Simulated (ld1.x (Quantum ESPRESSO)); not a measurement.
Br: one change to a TM semilocal potential, before and after

Br (Z = 35), norm-conserving Troullier–Martins (semilocal form), made with ld1.x (Quantum ESPRESSO) 7.5 (LDA (PZ), scalar-relativistic). Core [Ar], reference 3d10 4s2 4p4 (charge +1). Waves: 4s (bound): rc 1.50 bohr; 3d (bound): rc 0.90 bohr; 4p (bound): rc 1.60 bohr. Local part: the p channel. Core correction: a·sin(br)/r model core inside 0.75 bohr.

Change: type ultrasoft, which also changes the form from semilocal to separable; waves now 4s (bound): rcut 1.30, rcutus 1.50 bohr; 4s channel at 1.05 Ry: rcut 1.30, rcutus 1.50 bohr; 4p (bound): rcut 1.40, rcutus 1.60 bohr; 4p channel at 0.55 Ry: rcut 1.40, rcutus 1.60 bohr; 3d (bound): rcut 0.80, rcutus 0.90 bohr; 3d channel at -3.75 Ry: rcut 0.80, rcutus 0.90 bohr; local potential all-electron potential smoothed inside 0.90 bohr (lloc = -1); augmentation built from norm-conserving waves at rcut, not smoothed further.

Cutoffs: the cutoffs (Ry, on a coarse ladder) from which the occupation-weighted sum of valence levels, in a spherical-Bessel basis at the reference potential, stays within 10 and 1 mRy of its value at 400 Ry; they do not see the model core or the augmentation charge, which bear on the density cutoff. Errors are all-electron minus pseudo energies relative to the spin-unpolarised reference configuration.

Problem. What does the change do?

Solution. A bound ghost appears in s, which as a rule spoils a file; the number of tests with a reliable result goes from 9 to 3 (the test run of the changed file stopped, so its transferability is not established); of the 3 tests that both files solve, the error grows in 1 and shrinks in 2 by more than 15 % and 0.3 meV (median size 4.7 → 2.9 meV); the range in which the d phases agree widens (upper end 0.2 → at the end of the scan). In the semilocal form every listed channel keeps its own potential, so the choice of the local channel does not act on these tests. It acts once the file is put into the separable form. A semilocal file is local in each channel, so a ghost entry of none says nothing of the separable form that plane-wave codes build from it. Several settings change at once here, so the effects cannot be laid on one of them.

```csv
quantity,base,changed
"cutoffs, loose and tight",not determined,"200 Ry, over 300 Ry"
bound ghosts,none,s
tests with a reliable result,9 of 9,3 of 9 (the test run stopped)
"error for 3d10 4s2 4p5, meV [ΔE -12.71 eV]",+4.7,+2.9
"error for 3d10 4s2 4p3, meV [ΔE 22.94 eV]",+0.3,-2.8
"error for 3d10 4s2 4p2, meV [ΔE 57.16 eV]",+11,-2.9
s: phases at 1.76 bohr within 0.05 rad from the reference energy up to (Ry; the scan ends near 5),4.5,to the end of the scan
p: phases at 1.76 bohr within 0.05 rad from the reference energy up to (Ry; the scan ends near 5),to the end of the scan,to the end of the scan
d: phases at 1.76 bohr within 0.05 rad from the reference energy up to (Ry; the scan ends near 5),0.2,to the end of the scan
```

 A true bound ghost makes a file unfit for plane-wave use even where its test errors are small: the radial tests pick states by their node count and pass the ghost by.
